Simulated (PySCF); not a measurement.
PySCF job for Sn(vinyl)4 (C8H12Sn), SMILES C=[CH][Sn]([CH]=C)([CH]=C)[CH]=C, B3LYP-D3(BJ)/def2-SVP. The structure is a stationary point at B3LYP-D3(BJ)/def2-SVP. The isomer is the one that the SMILES or the coordinates give; other isomers of the formula were not compared. The def2 effective core potentials stand for the cores of Sn; spin–orbit coupling is left out. Other conformers were not sampled.

```python
import numpy as np
from pyscf import gto, scf, dft, df
from pyscf.hessian import thermo

mol = gto.M(
    atom='''
    C    -2.37578295    1.84005585   -0.13112236
    C    -1.32357747    1.57397591    0.65180284
    Sn    0.14950078    0.09260267    0.12359464
    C    -0.30783153   -1.70048607    1.22938092
    C    -1.49531721   -1.89284145    1.81533647
    C    -0.03690977   -0.34407224   -1.97684948
    C    -0.60588619   -1.46897405   -2.42608397
    C     2.15321461    0.77718166    0.51653199
    C     3.13414434    0.68279383   -0.38875551
    H    -2.53123590    1.33053189   -1.08959723
    H    -3.13525516    2.58328361    0.14403429
    H    -1.21939936    2.11593044    1.60055094
    H     0.45415637   -2.48722298    1.29895806
    H    -2.29085677   -1.13903604    1.77744892
    H    -1.73315580   -2.81306363    2.36450988
    H     0.32956885    0.39107550   -2.70481037
    H    -0.99226355   -2.23676601   -1.74519118
    H    -0.71501268   -1.68062359   -3.49763980
    H     2.38009790    1.21690515    1.49630310
    H     4.15443141    1.03032536   -0.18157955
    H     2.97156317    0.25272652   -1.38416401
    ''',
    basis='def2-SVP',
    ecp={'Sn': 'def2-svp'},
    charge=0,
    spin=0,
    max_memory=1600,
    verbose=3,
)
mf = dft.RKS(mol, xc='b3lyp').density_fit(auxbasis='def2-universal-jkfit')
mf.disp = 'd3bj'
mf.grids.level = 3
mf.conv_tol = 1e-11
mf.max_cycle = 100
mf.kernel()

# [left out here: the lines that compute and print the analytic Hessian (its translational invariance restored by hand, since the grid's response is missing), thermochemistry and intensities]
```

Log of the run:

```
[...]
Reduced mass [au]                   1.0584              1.0584              1.0584
Force const [Dyne/A]                5.9792              5.9804              5.9815
Char temp [K]                    4455.2433           4455.6735           4456.0223
Normal mode                   x     y     z       x     y     z       x     y     z
       0   C                 0.01 -0.00  0.01   -0.05  0.02 -0.03    0.02 -0.01  0.01
       1   C                -0.00  0.00  0.00    0.00 -0.01 -0.01   -0.00  0.00  0.00
       2  Sn                -0.00  0.00 -0.00    0.00 -0.00 -0.00    0.00  0.00 -0.00
       3   C                -0.01  0.01 -0.00   -0.00  0.00 -0.00    0.00 -0.00  0.00
       4   C                -0.05 -0.02  0.03   -0.01 -0.00  0.01    0.01  0.00 -0.01
       5   C                 0.00  0.00 -0.00    0.00  0.00 -0.01    0.00  0.01 -0.01
       6   C                 0.00  0.01  0.00    0.01  0.02  0.01    0.02  0.04  0.03
       7   C                 0.00 -0.00 -0.00    0.00  0.00  0.00   -0.00 -0.00 -0.00
       8   C                -0.00 -0.00  0.00   -0.00  0.00  0.00    0.00  0.00 -0.00
       9   H                -0.02 -0.07 -0.12    0.06  0.25  0.45   -0.03 -0.11 -0.20
      10   H                -0.12  0.12  0.05    0.45 -0.45 -0.18   -0.19  0.19  0.08
      11   H                -0.00 -0.02 -0.04    0.02  0.10  0.17   -0.01 -0.04 -0.07
      12   H                 0.14 -0.14  0.01    0.02 -0.02  0.00   -0.04  0.04 -0.00
      13   H                 0.40 -0.40  0.03    0.07 -0.07  0.00   -0.09  0.09 -0.01
      14   H                 0.14  0.60 -0.35    0.02  0.11 -0.06   -0.03 -0.13  0.08
      15   H                -0.01 -0.02  0.02   -0.03 -0.06  0.06   -0.07 -0.14  0.13
      16   H                -0.02 -0.05  0.05   -0.09 -0.17  0.16   -0.18 -0.36  0.34
      17   H                -0.01 -0.02 -0.09   -0.03 -0.05 -0.31   -0.06 -0.12 -0.65
      18   H                 0.00  0.00  0.00   -0.00 -0.00 -0.00    0.00  0.00  0.01
      19   H                 0.00  0.00  0.00    0.02  0.01  0.00   -0.02 -0.01 -0.00
      20   H                -0.00 -0.00 -0.00   -0.00 -0.01 -0.02    0.00  0.00  0.01
Mode                                48                  49                  50
Irrep
Freq [cm^-1]                     3098.4026           3131.4016           3132.3432
Reduced mass [au]                   1.0584              1.0926              1.0931
Force const [Dyne/A]                5.9865              6.3123              6.3191
Char temp [K]                    4457.9114           4505.3898           4506.7444
Normal mode                   x     y     z       x     y     z       x     y     z
       0   C                -0.00  0.00 -0.00   -0.01 -0.00 -0.01    0.00  0.00  0.01
       1   C                 0.00 -0.00 -0.00    0.01  0.02  0.05   -0.00 -0.01 -0.02
       2  Sn                -0.00 -0.00 -0.00    0.00 -0.00 -0.00    0.00  0.00  0.00
       3   C                -0.00  0.00 -0.00    0.01 -0.00  0.00   -0.00  0.00  0.00
       4   C                -0.00 -0.00  0.00   -0.00  0.00  0.00    0.00  0.00 -0.00
       5   C                -0.00 -0.00  0.00    0.00  0.00 -0.00    0.03  0.05 -0.04
       6   C                -0.00 -0.00 -0.00   -0.00 -0.00  0.00   -0.01 -0.02  0.00
       7   C                -0.01 -0.01 -0.01   -0.01 -0.02 -0.05   -0.00 -0.01 -0.02
       8   C                 0.05 -0.00 -0.04   -0.01  0.00  0.02   -0.00  0.00  0.01
       9   H                 0.00  0.01  0.02    0.02  0.08  0.15   -0.01 -0.04 -0.07
      10   H                 0.02 -0.02 -0.01    0.03 -0.03 -0.02   -0.01  0.01  0.00
      11   H                 0.00  0.00  0.01   -0.06 -0.31 -0.54    0.03  0.14  0.25
      12   H                 0.00 -0.00  0.00   -0.06  0.06 -0.01    0.00 -0.00  0.00
      13   H                 0.01 -0.01  0.00    0.01 -0.01  0.00   -0.00  0.00 -0.00
      14   H                 0.00  0.01 -0.00    0.00  0.01 -0.01   -0.00 -0.00  0.00
      15   H                 0.01  0.01 -0.01   -0.02 -0.03  0.03   -0.28 -0.57  0.56
      16   H                 0.00  0.00 -0.00    0.01  0.01 -0.01    0.08  0.16 -0.14
      17   H                 0.00  0.00  0.00    0.00  0.00  0.01    0.01  0.01  0.07
      18   H                 0.04  0.09  0.20    0.13  0.27  0.59    0.04  0.08  0.19
      19   H                -0.68 -0.24 -0.15    0.05  0.02  0.01   -0.00 -0.00  0.00
      20   H                 0.10  0.23  0.53   -0.03 -0.07 -0.17   -0.01 -0.02 -0.05
Mode                                51                  52                  53
Irrep
Freq [cm^-1]                     3132.9023           3134.5283           3185.8632
Reduced mass [au]                   1.0931              1.0932              1.1158
Force const [Dyne/A]                6.3212              6.3284              6.6724
Char temp [K]                    4507.5488           4509.8884           4583.7478
Normal mode                   x     y     z       x     y     z       x     y     z
       0   C                -0.01 -0.00 -0.01    0.00  0.00  0.00    0.01 -0.03 -0.03
       1   C                 0.01  0.02  0.05   -0.00 -0.01 -0.01   -0.00 -0.00 -0.01
       2  Sn                -0.00 -0.00  0.00   -0.00 -0.00  0.00    0.00  0.00 -0.00
       3   C                -0.02  0.02 -0.00   -0.06  0.05 -0.00    0.01 -0.01  0.00
       4   C                 0.01 -0.00 -0.00    0.02 -0.01 -0.01    0.03 -0.07  0.02
       5   C                 0.01  0.02 -0.02   -0.00 -0.01  0.01   -0.00 -0.00  0.00
       6   C                -0.00 -0.01  0.00    0.00  0.00  0.00   -0.00 -0.00  0.00
       7   C                 0.01  0.02  0.04   -0.00 -0.01 -0.02    0.00  0.00  0.00
       8   C                 0.01 -0.00 -0.01   -0.00  0.00  0.01    0.00  0.00  0.00
       9   H                 0.02  0.08  0.14   -0.01 -0.02 -0.03    0.05  0.15  0.29
      10   H                 0.03 -0.03 -0.01   -0.01  0.01  0.00   -0.20  0.19  0.07
      11   H                -0.06 -0.29 -0.51    0.01  0.07  0.12    0.01  0.04  0.06
      12   H                 0.20 -0.21  0.02    0.61 -0.62  0.05   -0.09  0.10 -0.01
      13   H                -0.05  0.05 -0.00   -0.17  0.16 -0.01   -0.45  0.43 -0.02
      14   H                -0.00 -0.01  0.01   -0.01 -0.05  0.03    0.12  0.44 -0.26
      15   H                -0.11 -0.23  0.22    0.04  0.07 -0.07    0.00  0.00 -0.00
      16   H                 0.03  0.06 -0.06   -0.01 -0.02  0.02    0.01  0.02 -0.02
      17   H                 0.00  0.00  0.02   -0.00 -0.00 -0.02   -0.00 -0.01 -0.03
      18   H                -0.11 -0.22 -0.48    0.05  0.10  0.22   -0.00 -0.00 -0.00
      19   H                -0.05 -0.02 -0.01    0.02  0.01  0.01   -0.00 -0.00 -0.00
      20   H                 0.02  0.06  0.14   -0.01 -0.03 -0.06   -0.00 -0.00 -0.00
Mode                                54                  55                  56
Irrep
Freq [cm^-1]                     3186.1133           3186.5033           3186.6693
Reduced mass [au]                   1.1159              1.1158              1.1158
Force const [Dyne/A]                6.6740              6.6751              6.6759
Char temp [K]                    4584.1077           4584.6688           4584.9076
Normal mode                   x     y     z       x     y     z       x     y     z
       0   C                -0.02  0.05  0.05   -0.01  0.01  0.02   -0.00  0.01  0.01
       1   C                 0.00  0.01  0.01    0.00  0.00  0.00    0.00  0.00  0.00
       2  Sn                 0.00 -0.00 -0.00   -0.00 -0.00  0.00    0.00  0.00  0.00
       3   C                 0.00 -0.00  0.00    0.00 -0.00  0.00    0.00 -0.00  0.00
       4   C                 0.01 -0.04  0.01    0.00 -0.01  0.00    0.00 -0.01  0.00
       5   C                -0.00 -0.00  0.00    0.00  0.00 -0.00    0.00  0.01 -0.01
       6   C                -0.00 -0.01  0.02    0.01  0.01 -0.04    0.01  0.03 -0.08
       7   C                -0.00 -0.00 -0.00    0.00  0.00  0.01   -0.00 -0.00 -0.01
       8   C                -0.01 -0.01 -0.01    0.05  0.03  0.05   -0.03 -0.02 -0.03
       9   H                -0.09 -0.28 -0.52   -0.02 -0.08 -0.15   -0.01 -0.03 -0.06
      10   H                 0.35 -0.34 -0.12    0.10 -0.10 -0.03    0.04 -0.04 -0.02
      11   H                -0.01 -0.06 -0.11   -0.00 -0.02 -0.03   -0.00 -0.01 -0.01
      12   H                -0.05  0.05 -0.00   -0.01  0.01 -0.00   -0.01  0.01 -0.00
      13   H                -0.23  0.21 -0.01   -0.08  0.07 -0.00   -0.05  0.05 -0.00
      14   H                 0.06  0.22 -0.13    0.02  0.07 -0.04    0.01  0.05 -0.03
      15   H                 0.01  0.03 -0.03   -0.02 -0.03  0.03   -0.04 -0.09  0.09
      16   H                 0.06  0.12 -0.11   -0.10 -0.21  0.18   -0.22 -0.44  0.38
      17   H                -0.02 -0.03 -0.15    0.03  0.05  0.24    0.05  0.10  0.51
      18   H                 0.00  0.01  0.02   -0.03 -0.05 -0.12    0.01  0.03  0.06
      19   H                 0.10  0.03  0.02   -0.49 -0.17 -0.10    0.26  0.09  0.05
      20   H                 0.02  0.05  0.12   -0.09 -0.24 -0.56    0.05  0.13  0.30
temperature 298.1500 [K]
pressure 101325.00 [Pa]
Rotational constants [GHz] 1.13204 0.85842 0.85016
Symmetry number 1
Zero-point energy (ZPE) 0.16603 [Eh]   435916.662 [J/mol]
                           tot       elec      trans        rot        vib
Entropy [J/mol/K]       507.812      0.000    176.398    126.956    204.458
Cv [J/mol/K]            193.139      0.000     12.472     12.472    168.195
Cp [J/mol/K]            201.453      0.000     20.786     12.472    168.195
Internal energy [J/mol]                      3718.434   3718.434 464909.617
Internal energy [Eh]   -525.93905  -526.11895
Enthalpy [J/mol]                             6197.391   3718.434 464909.617
Enthalpy [Eh]          -525.93810
Gibbs free energy [J/mol]                  -46395.760 -34133.512 403950.532
Gibbs free energy [Eh] -525.99577
mode   freq/cm-1   IR/(km/mol)
   1       42.49         0.040
   2       45.37         0.150
   3       48.61         0.058
   4       52.46         0.041
   5       77.64         0.460
   6      103.00         0.383
   7      122.19         0.975
   8      125.87         1.161
   9      134.81         0.963
  10      257.22         1.711
  11      276.62         5.785
  12      279.44         6.313
  13      297.57        12.235
  14      454.15         9.888
  15      468.61        23.282
  16      480.40        58.569
  17      509.41        44.758
  18      511.35        45.049
  19      521.83         3.708
  20      525.57        64.268
  21      528.90        37.350
  22      978.44        20.022
  23      981.15        19.147
  24      982.69        16.762
  25      984.92        21.571
  26      989.29         2.301
  27      992.20        14.904
  28      993.12        13.276
  29      998.41        13.119
  30     1036.42         4.428
  31     1038.04        17.558
  32     1038.92        12.518
  33     1040.63         7.207
  34     1250.82        19.034
  35     1252.46        14.016
  36     1253.31        13.065
  37     1261.87         5.264
  38     1412.65         4.696
  39     1413.38         5.514
  40     1414.93         6.053
  41     1416.03        10.256
  42     1653.16         5.434
  43     1654.22         2.043
  44     1655.68         2.227
  45     1658.07         1.513
  46     3096.55        18.796
  47     3096.85        19.763
  48     3097.09        25.772
  49     3098.40        19.955
  50     3131.40         8.840
  51     3132.34        13.265
  52     3132.90        13.690
  53     3134.53         7.743
  54     3185.86        15.209
  55     3186.11         8.563
  56     3186.50         9.360
  57     3186.67        12.057
max |gradient| / (hartree/bohr): 3.663018757986674e-05
APT charges: [-0.0649 -0.3527  1.5967 -0.3562 -0.063  -0.3643 -0.0465 -0.3508 -0.0712
  0.0244  0.0147 -0.0201 -0.0184  0.027   0.0104 -0.0162  0.0251  0.0154
 -0.0237  0.0109  0.0234]
```

The run converged.
